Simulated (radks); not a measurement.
The zirconium ion Zr20+, configuration [Ar] 3d2. Calculated with a radial shooting solver on a logarithmic mesh with Libxc functionals: scalar-relativistic Kohn-Sham, PBE, spin-polarised, spherical densities, finite nucleus; open shells are filled with parallel spins first (spin-orbit coupling, left out, can overturn this in heavy ions); Fermi nuclear charge, rms radius 4.2694 fm.

Radial electron density D(r) = 4 pi r^2 rho(r):

| r (bohr) | D(r) (e/bohr) | spin D(r) |
|---|---|---|
| 0.002309 | 3.128 | -0.000104 |
| 0.002603 | 3.843 | -0.000128 |
| 0.002935 | 4.707 | -0.000157 |
| 0.003309 | 5.747 | -0.000191 |
| 0.003731 | 6.989 | -0.000232 |
| 0.00424 | 8.571 | -0.000285 |
| 0.004781 | 10.33 | -0.000342 |
| 0.00539 | 12.37 | -0.000409 |
| 0.006078 | 14.73 | -0.000486 |
| 0.006853 | 17.42 | -0.000573 |
| 0.007726 | 20.44 | -0.000669 |
| 0.008781 | 24.00 | -0.000782 |
| 0.009901 | 27.62 | -0.000895 |
| 0.01116 | 31.43 | -0.00101 |
| 0.01259 | 35.32 | -0.00112 |
| 0.01419 | 39.15 | -0.00123 |
| 0.016 | 42.73 | -0.00131 |
| 0.01804 | 45.85 | -0.00135 |
| 0.0205 | 48.44 | -0.00132 |
| 0.02312 | 49.98 | -0.00117 |
| 0.02607 | 50.51 | -0.000823 |
| 0.02939 | 50.04 | -0.000112 |
| 0.03314 | 48.70 | 0.00124 |
| 0.03736 | 46.79 | 0.00375 |
| 0.04246 | 44.66 | 0.00875 |
| 0.04788 | 43.21 | 0.0173 |
| 0.05398 | 42.89 | 0.0325 |
| 0.06086 | 44.11 | 0.0586 |
| 0.06862 | 46.98 | 0.103 |
| 0.07737 | 51.10 | 0.175 |
| 0.08794 | 55.91 | 0.299 |
| 0.09915 | 59.47 | 0.480 |
| 0.1118 | 60.78 | 0.746 |
| 0.126 | 58.90 | 1.12 |
| 0.1421 | 53.67 | 1.62 |
| 0.1602 | 45.96 | 2.26 |
| 0.1821 | 36.98 | 3.06 |
| 0.2053 | 30.04 | 3.89 |
| 0.2315 | 26.17 | 4.68 |
| 0.261 | 25.75 | 5.33 |
| 0.2943 | 27.69 | 5.70 |
| 0.3318 | 29.89 | 5.67 |
| 0.3741 | 30.22 | 5.21 |
| 0.4252 | 27.27 | 4.31 |
| 0.4794 | 21.78 | 3.26 |
| 0.5406 | 15.17 | 2.20 |
| 0.6095 | 9.114 | 1.32 |
| 0.6872 | 4.665 | 0.687 |
| 0.7748 | 2.006 | 0.308 |
| 0.8806 | 0.6586 | 0.109 |
| 0.9929 | 0.1854 | 0.0336 |
| 1.119 | 0.04100 | 0.00830 |
| 1.262 | 0.006932 | 0.00160 |
| 1.423 | 0.0008706 | 0.000233 |

D(r) has 3 maxima, at r = 0.0261, 0.111, 0.359 bohr, and minima at 0.0523, 0.249 bohr, inside which lie 2.03, 10.68 electrons.
